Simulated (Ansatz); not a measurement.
Born–Oppenheimer molecular dynamics of a periodic cell of 17 atoms, AlSi16 (host Si, host structure diamond, interstitial Al). It goes on from the last frame of an earlier run, with new velocities.

The calculation used DFT PBE, scalar-relativistic, plane waves, PAW (Ansatz). Settings: PAW set soft_1, cutoff 420 eV, k mesh 2x2x2, fermi-dirac smearing 0.05 eV, spin collinear.

| Property | Result |
| --- | --- |
| ensemble | NVE (velocity Verlet) |
| time step | 2 fs |
| steps asked | 140 |
| starting velocities drawn for | 1680 K |
| seed | 849126 |

Frames 10 fs apart, positions in Å, forces in eV/Å.

Velocities at 60.0 fs (Å/ps):

```
Si 4.54 5.73 -3.36
Si 5.58 -5.47 4.47
Si -6.83 1.33 0.45
Si -2.22 -4.67 7.55
Si -10.18 -2.17 7.93
Si -10.30 3.47 -2.43
Si 8.54 0.96 6.50
Si 12.19 -7.87 6.38
Si 2.98 -11.43 -10.18
Si -4.54 4.58 -6.51
Si 10.20 7.89 -2.33
Si -1.55 -2.02 5.91
Si -0.93 6.01 -8.60
Si -11.07 7.12 -1.92
Si -3.83 -5.35 -3.29
Si 8.13 -1.50 -0.20
Al -0.74 3.54 -0.39
```

```xyz
17
Lattice="0.0000 5.4300 5.4300 5.4300 0.0000 5.4300 5.4300 5.4300 0.0000" Properties=species:S:1:pos:R:3:forces:R:3 time_fs=60.0 energy_less_start_eV=0.709 T=1340
Si -0.228 0.035 0.154 -0.48 0.13 -1.39
Si 1.774 0.892 0.918 0.63 -0.67 1.96
Si 2.790 2.560 -0.185 0.25 1.02 -0.99
Si 3.788 4.000 1.321 0.79 0.80 1.61
Si 3.315 0.004 2.980 -1.27 -0.40 -0.56
Si 3.943 1.814 4.370 2.05 -0.99 -0.95
Si 5.490 2.881 2.714 -1.61 -0.50 -0.26
Si 6.589 4.467 3.989 0.83 0.02 0.72
Si 1.333 1.561 3.473 -0.81 0.57 -0.34
Si 1.223 4.264 4.013 0.41 -0.12 0.05
Si 2.661 5.803 2.724 -0.09 -1.18 -0.36
Si 4.201 7.652 3.535 0.39 -0.83 -1.01
Si 2.509 2.938 5.657 -1.91 0.19 0.02
Si 4.157 3.675 7.062 -0.12 0.73 0.44
Si 4.671 5.746 5.023 0.85 -0.50 0.67
Si 6.350 6.605 6.690 0.25 0.85 -0.28
Al 6.492 3.424 6.678 -0.17 0.87 0.68
17
Lattice="0.0000 5.4300 5.4300 5.4300 0.0000 5.4300 5.4300 5.4300 0.0000" Properties=species:S:1:pos:R:3:forces:R:3 time_fs=70.0 energy_less_start_eV=0.591 T=1397
Si -0.195 0.091 0.101 -0.97 -0.43 -0.62
Si 1.840 0.828 0.992 0.42 -0.22 0.87
Si 2.727 2.590 -0.195 0.37 0.73 -0.37
Si 3.784 3.970 1.419 1.35 1.18 0.58
Si 3.197 -0.025 3.050 -0.04 -0.59 -0.53
Si 3.880 1.831 4.329 2.45 -0.97 -0.79
Si 5.547 2.879 2.772 -1.64 -0.80 -0.60
Si 6.721 4.389 4.067 -0.17 0.04 0.81
Si 1.346 1.460 3.367 -1.37 1.09 0.02
Si 1.187 4.310 3.948 0.63 0.18 -0.17
Si 2.758 5.859 2.696 -0.58 -1.44 -0.11
Si 4.194 7.620 3.574 0.63 -0.45 -1.35
Si 2.464 3.001 5.574 -1.96 -0.02 0.31
Si 4.049 3.757 7.051 0.59 0.28 0.36
Si 4.650 5.684 5.003 1.17 -0.34 0.90
Si 6.433 6.606 6.683 -0.15 1.05 -0.35
Al 6.478 3.474 6.689 -0.72 0.70 1.04
17
Lattice="0.0000 5.4300 5.4300 5.4300 0.0000 5.4300 5.4300 5.4300 0.0000" Properties=species:S:1:pos:R:3:forces:R:3 time_fs=80.0 energy_less_start_eV=0.529 T=1426
Si -0.193 0.133 0.026 -0.46 -0.54 0.16
Si 1.919 0.756 1.093 -0.10 0.25 -1.10
Si 2.678 2.644 -0.217 0.90 -0.19 0.82
Si 3.825 3.980 1.537 1.05 0.92 -0.64
Si 3.079 -0.074 3.102 1.62 -0.08 -0.35
Si 3.897 1.816 4.262 1.31 -0.41 0.17
Si 5.549 2.852 2.810 -0.82 -0.49 -0.57
Si 6.843 4.313 4.171 -2.15 -0.12 0.43
Si 1.312 1.395 3.262 -1.84 1.60 0.73
Si 1.171 4.361 3.877 0.44 0.28 -0.19
Si 2.837 5.868 2.664 -0.90 -1.20 -0.01
Si 4.207 7.572 3.568 0.60 -0.19 -0.95
Si 2.356 3.062 5.501 -0.48 -0.74 0.13
Si 3.960 3.847 7.050 0.59 -0.30 -0.36
Si 4.668 5.611 5.013 1.30 -0.09 0.98
Si 6.511 6.642 6.663 -0.51 0.92 -0.28
Al 6.439 3.549 6.736 -0.58 0.38 1.02
17
Lattice="0.0000 5.4300 5.4300 5.4300 0.0000 5.4300 5.4300 5.4300 0.0000" Properties=species:S:1:pos:R:3:forces:R:3 time_fs=90.0 energy_less_start_eV=0.889 T=1253
Si -0.207 0.156 -0.043 0.20 -0.78 0.81
Si 1.995 0.692 1.159 -0.47 0.47 -2.40
Si 2.662 2.689 -0.210 2.10 -1.57 1.95
Si 3.901 4.020 1.633 0.59 0.42 -1.83
Si 3.013 -0.123 3.143 1.74 0.81 0.27
Si 3.958 1.786 4.201 -0.23 -0.09 0.91
Si 5.524 2.807 2.829 0.37 -0.05 -0.51
Si 6.893 4.235 4.287 -3.65 0.66 -0.58
Si 1.217 1.384 3.182 -1.44 1.41 1.10
Si 1.170 4.422 3.800 0.21 0.41 0.16
Si 2.884 5.837 2.632 -1.15 -0.49 0.21
Si 4.241 7.517 3.531 0.18 -0.04 -0.38
Si 2.231 3.099 5.432 0.95 -1.09 0.03
Si 3.890 3.928 7.038 0.32 -0.78 -1.03
Si 4.731 5.536 5.057 1.28 0.19 0.95
Si 6.572 6.709 6.634 -0.82 0.49 -0.19
Al 6.381 3.638 6.819 -0.18 0.03 0.54
17
Lattice="0.0000 5.4300 5.4300 5.4300 0.0000 5.4300 5.4300 5.4300 0.0000" Properties=species:S:1:pos:R:3:forces:R:3 time_fs=100.0 energy_less_start_eV=0.680 T=1354
Si -0.214 0.153 -0.086 0.61 -0.88 1.18
Si 2.055 0.644 1.147 -0.78 0.63 -1.86
Si 2.714 2.685 -0.140 2.14 -1.26 1.84
Si 3.998 4.075 1.667 0.38 -0.13 -2.52
Si 3.002 -0.148 3.194 0.47 0.80 0.70
Si 4.011 1.752 4.170 -1.33 0.09 1.31
Si 5.511 2.761 2.830 1.17 0.39 -0.51
Si 6.825 4.177 4.385 -2.55 0.59 -1.24
Si 1.076 1.419 3.137 0.13 0.63 0.52
Si 1.177 4.497 3.731 0.14 0.36 1.10
Si 2.892 5.789 2.607 -1.23 0.44 0.30
Si 4.278 7.461 3.480 -0.84 0.13 0.17
Si 2.137 3.100 5.363 1.70 -0.82 -0.38
Si 3.831 3.983 6.991 -0.03 -0.84 -1.10
Si 4.838 5.467 5.134 0.96 0.72 0.82
Si 6.605 6.792 6.598 -1.00 -0.31 0.13
Al 6.316 3.726 6.919 0.05 -0.57 -0.45
17
Lattice="0.0000 5.4300 5.4300 5.4300 0.0000 5.4300 5.4300 5.4300 0.0000" Properties=species:S:1:pos:R:3:forces:R:3 time_fs=110.0 energy_less_start_eV=0.253 T=1559
Si -0.201 0.121 -0.089 0.80 -0.48 1.04
Si 2.089 0.616 1.073 -1.00 0.38 -0.52
Si 2.837 2.642 -0.010 1.02 0.29 0.62
Si 4.107 4.126 1.618 0.06 -0.35 -2.05
Si 3.008 -0.147 3.265 -0.56 -0.03 0.21
Si 4.023 1.722 4.183 -1.16 0.48 1.17
Si 5.533 2.728 2.815 0.56 0.58 -0.07
Si 6.676 4.136 4.442 0.60 -0.82 -1.30
Si 0.942 1.477 3.109 2.29 0.04 -0.26
Si 1.189 4.583 3.699 -0.10 0.02 2.07
Si 2.860 5.755 2.591 -0.61 0.84 -0.23
Si 4.286 7.410 3.435 -2.36 0.52 0.71
Si 2.100 3.073 5.281 1.84 -0.48 -0.92
Si 3.771 4.011 6.909 -0.41 -0.33 -0.43
Si 4.974 5.425 5.238 -0.30 1.66 0.62
Si 6.605 6.864 6.568 -0.70 -1.12 0.43
Al 6.251 3.795 7.004 0.02 -1.20 -1.10
17
Lattice="0.0000 5.4300 5.4300 5.4300 0.0000 5.4300 5.4300 5.4300 0.0000" Properties=species:S:1:pos:R:3:forces:R:3 time_fs=120.0 energy_less_start_eV=0.130 T=1619
Si -0.162 0.074 -0.058 0.67 0.81 0.35
Si 2.090 0.602 0.981 -0.79 0.07 0.52
Si 2.996 2.605 0.142 -0.02 0.69 -0.73
Si 4.218 4.166 1.502 -0.53 -0.51 -0.08
Si 2.996 -0.147 3.344 -1.14 -0.68 -0.41
Si 3.998 1.708 4.234 -0.11 0.55 0.55
Si 5.574 2.714 2.797 -0.73 0.46 0.35
Si 6.543 4.069 4.455 2.66 -1.29 -1.06
Si 0.881 1.537 3.073 2.82 -0.03 -0.51
Si 1.197 4.670 3.735 -0.18 -0.58 1.54
Si 2.808 5.748 2.566 0.17 0.56 -1.04
Si 4.217 7.377 3.413 -2.10 0.76 0.98
Si 2.124 3.028 5.169 1.22 -0.53 -0.78
Si 3.697 4.028 6.812 -0.59 0.29 0.27
Si 5.101 5.437 5.363 -1.65 1.89 0.29
Si 6.582 6.900 6.551 0.20 -1.02 0.48
Al 6.188 3.821 7.053 0.10 -1.44 -0.72
17
Lattice="0.0000 5.4300 5.4300 5.4300 0.0000 5.4300 5.4300 5.4300 0.0000" Properties=species:S:1:pos:R:3:forces:R:3 time_fs=130.0 energy_less_start_eV=0.397 T=1489
Si -0.100 0.057 -0.016 0.17 2.46 -0.33
Si 2.064 0.590 0.905 -0.16 0.04 1.02
Si 3.154 2.588 0.268 -0.85 -0.32 -1.93
Si 4.311 4.187 1.386 -1.11 -0.75 2.30
Si 2.947 -0.169 3.409 -1.15 -0.70 -0.65
Si 3.969 1.711 4.304 1.19 -0.24 -0.33
Si 5.590 2.714 2.789 -1.51 0.02 0.03
Si 6.495 3.964 4.436 2.26 0.23 0.54
Si 0.911 1.598 3.022 1.23 0.10 -0.31
Si 1.201 4.736 3.819 0.54 -1.17 -0.25
Si 2.759 5.760 2.507 0.32 -0.04 -1.13
Si 4.083 7.369 3.425 0.20 0.80 0.89
Si 2.187 2.966 5.033 -0.23 -0.23 0.17
Si 3.604 4.054 6.724 -0.43 0.64 0.68
Si 5.174 5.508 5.496 -1.87 0.15 -1.03
Si 6.568 6.905 6.551 1.28 0.20 0.50
Al 6.128 3.797 7.076 0.14 -1.20 -0.18
17
Lattice="0.0000 5.4300 5.4300 5.4300 0.0000 5.4300 5.4300 5.4300 0.0000" Properties=species:S:1:pos:R:3:forces:R:3 time_fs=140.0 energy_less_start_eV=1.016 T=1192
Si -0.034 0.119 0.019 -0.92 2.46 -0.15
Si 2.034 0.582 0.864 0.75 0.48 1.27
Si 3.283 2.560 0.331 -1.44 -1.36 -2.36
Si 4.367 4.186 1.342 -1.10 -0.06 2.67
Si 2.860 -0.212 3.452 -0.52 -0.13 -0.72
Si 3.981 1.704 4.362 2.08 -1.31 -1.11
Si 5.557 2.716 2.783 -1.35 -0.26 -0.10
Si 6.523 3.865 4.434 1.41 1.14 1.72
Si 0.984 1.660 2.960 0.06 -0.27 0.16
Si 1.224 4.763 3.896 1.20 -1.28 -1.60
Si 2.722 5.770 2.412 0.58 -0.53 -0.27
Si 3.951 7.387 3.466 1.50 0.52 0.41
Si 2.242 2.898 4.903 -1.79 0.52 1.05
Si 3.497 4.101 6.658 0.06 0.57 0.94
Si 5.183 5.586 5.594 -1.91 -1.25 -1.84
Si 6.595 6.916 6.567 1.47 1.24 0.25
Al 6.073 3.732 7.091 -0.09 -0.47 -0.31
17
Lattice="0.0000 5.4300 5.4300 5.4300 0.0000 5.4300 5.4300 5.4300 0.0000" Properties=species:S:1:pos:R:3:forces:R:3 time_fs=150.0 energy_less_start_eV=0.886 T=1253
Si 0.003 0.260 0.048 -0.92 0.19 0.18
Si 2.028 0.590 0.865 1.21 1.06 1.25
Si 3.366 2.489 0.316 -1.22 -0.91 -1.52
Si 4.386 4.183 1.384 -1.03 0.78 0.97
Si 2.755 -0.260 3.471 0.38 0.62 -0.79
Si 4.057 1.657 4.385 0.51 -0.74 -1.44
Si 5.481 2.710 2.776 -0.01 -0.09 0.62
Si 6.599 3.801 4.487 0.20 0.49 1.50
Si 1.062 1.712 2.905 -0.34 -0.99 0.78
Si 1.285 4.749 3.923 0.51 -0.47 -1.46
Si 2.706 5.763 2.309 1.22 -0.82 1.05
Si 3.869 7.423 3.519 1.71 -0.12 -0.54
Si 2.242 2.844 4.806 -1.30 0.17 1.23
Si 3.393 4.166 6.625 0.62 0.04 1.01
Si 5.129 5.627 5.633 -0.98 -0.79 -1.43
Si 6.666 6.965 6.590 -0.18 1.07 -0.67
Al 6.013 3.651 7.094 -0.38 0.52 -0.73
17
Lattice="0.0000 5.4300 5.4300 5.4300 0.0000 5.4300 5.4300 5.4300 0.0000" Properties=species:S:1:pos:R:3:forces:R:3 time_fs=160.0 energy_less_start_eV=1.233 T=1086
Si 0.015 0.406 0.085 0.90 -2.28 1.08
Si 2.060 0.634 0.908 0.45 1.26 0.78
Si 3.407 2.391 0.253 -0.63 0.74 0.34
Si 4.369 4.204 1.460 -0.85 0.68 -0.82
Si 2.663 -0.288 3.462 0.99 1.04 -0.73
Si 4.146 1.587 4.356 -2.49 0.54 -1.93
Si 5.406 2.701 2.789 1.48 0.18 0.86
Si 6.682 3.753 4.590 -0.66 -0.31 0.70
Si 1.128 1.732 2.875 -0.59 -1.26 1.06
Si 1.362 4.720 3.900 -0.59 0.53 -0.86
Si 2.730 5.730 2.240 0.86 -0.30 1.60
Si 3.845 7.454 3.552 1.73 -0.72 -1.95
Si 2.200 2.795 4.751 0.21 -0.37 1.09
Si 3.309 4.232 6.625 1.08 -0.92 0.92
Si 5.042 5.641 5.623 0.07 -0.03 -0.93
Si 6.733 7.050 6.593 -1.39 0.18 -0.61
Al 5.941 3.587 7.073 -0.57 1.02 -0.60
17
Lattice="0.0000 5.4300 5.4300 5.4300 0.0000 5.4300 5.4300 5.4300 0.0000" Properties=species:S:1:pos:R:3:forces:R:3 time_fs=170.0 energy_less_start_eV=1.449 T=982
Si 0.050 0.482 0.155 0.73 -2.19 0.62
Si 2.108 0.718 0.977 -0.23 0.57 0.39
Si 3.427 2.317 0.197 0.04 2.22 1.01
Si 4.326 4.245 1.510 0.35 -0.49 -1.60
Si 2.603 -0.281 3.430 0.82 0.69 -0.21
Si 4.157 1.529 4.266 -2.86 -0.24 -0.89
Si 5.379 2.700 2.828 2.07 0.94 0.18
Si 6.745 3.697 4.716 -0.58 -0.33 -0.33
Si 1.173 1.710 2.880 -1.12 -0.81 0.96
Si 1.420 4.706 3.848 -1.18 0.57 -0.28
Si 2.779 5.690 2.224 -0.55 1.22 1.38
Si 3.881 7.462 3.521 1.72 -0.94 -2.41
Si 2.163 2.737 4.732 1.00 0.24 0.52
Si 3.261 4.267 6.656 1.09 -1.46 0.66
Si 4.957 5.653 5.580 0.64 0.34 -0.66
Si 6.756 7.140 6.578 -1.41 -1.05 0.45
Al 5.848 3.557 7.032 -0.55 0.74 0.21
```

Of the whole run (280 fs, mean temperature of the second half 1205 K): The conserved energy stayed within 0.5 meV per atom of its start (net change 0.38 meV per atom), so the integration is sound. A run of 0.28 ps of so small a system gives no equilibrium averages. Limits of this set-up: coarse k mesh.

Run time: 25 min on 1 thread of Arm Neoverse V2, on a shared host, peak memory 0.71 GiB.
